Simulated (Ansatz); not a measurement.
Basis sets compared for Cd₃⁻. Charge -1, multiplicity 2. Geometry r2SCAN/def2-TZVPD. Ansatz on 4 threads of Arm Neoverse V1 on a shared host; times are rough, and most runs start from earlier orbitals.

```xyz
3

Cd    0.357   -0.809    1.459
Cd   -1.518   -0.218   -0.747
Cd    1.161    1.027   -0.712
```

In the def2 sets Cd takes a core potential; there is no spin–orbit coupling. At PBE/def2-SVPD, PBE/def2-TZVPD, PBE0/def2-SVPD, PBE0/def2-TZVPD the highest occupied level of the charge -1 doublet lies above zero (up to 1.42 eV). By energy differences its removal costs 0.49 eV (vertical, to the charge 0 singlet, at PBE/def2-TZVPD); a positive level beside a positive removal energy at the same level points to self-interaction error. The structure comes from a short search, and lower isomers may exist.

```
         level  functions  energy (Eh)  HOMO (eV)  LUMO (eV)  wall time
 PBE/def2-SVPD        102    -503.2610       1.38       1.81      1.9 s
PBE0/def2-SVPD        102    -503.2220       0.80       2.28      4.3 s
```

Estimate the rows for PBE/def2-TZVPD, PBE0/def2-TZVPD.


```json
{"level": "PBE/def2-TZVPD", "functions": "120", "energy (Eh)": "-503.3878", "HOMO (eV)": "1.42", "LUMO (eV)": "1.86", "wall time": "2 s"}
{"level": "PBE0/def2-TZVPD", "functions": "120", "energy (Eh)": "-503.3440", "HOMO (eV)": "0.82", "LUMO (eV)": "2.32", "wall time": "10 s"}
```
